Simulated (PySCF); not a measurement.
# How methods differ on the ionisation energy of Rb³⁶⁺

Rb³⁶⁺ 1s1 (2S) → Rb³⁷⁺ (bare nucleus), as a difference of total energies. Computed with PySCF 2.14 in an uncontracted even-tempered set (17 s from 53 bohr⁻², ratio 2.2; 7 p from 81 bohr⁻², ratio 2.4; 4 d from 240 bohr⁻², ratio 2.4; 3 f from 360 bohr⁻², ratio 2.4; 3 g from 550 bohr⁻², ratio 2.4), with the spin-free X2C one-electron Hamiltonian (Gaussian nucleus). The calculations carry no spin-orbit coupling.

| method | ionisation energy (eV) | difference from reference (eV) |
| --- | --- | --- |
| UHF | 18978.3 | +12.8 |
| LDA | 18934.3 | -31.2 |
| PBE | 18973.5 | +8.0 |
| PBE0 | 18974.7 | +9.2 |
| r2SCAN | 18979.1 | +13.6 |
| M06-2X | 18978.9 | +13.4 |
| r2SCANh | 18979.0 | +13.5 |

Reference: 18965.5 eV (theoretical estimate listed by NIST; NIST Atomic Spectra Database, ionization energies).

For one electron Hartree-Fock is exact for this Hamiltonian up to the basis; QED and nuclear recoil make up the gap, and the density functionals add self-interaction.
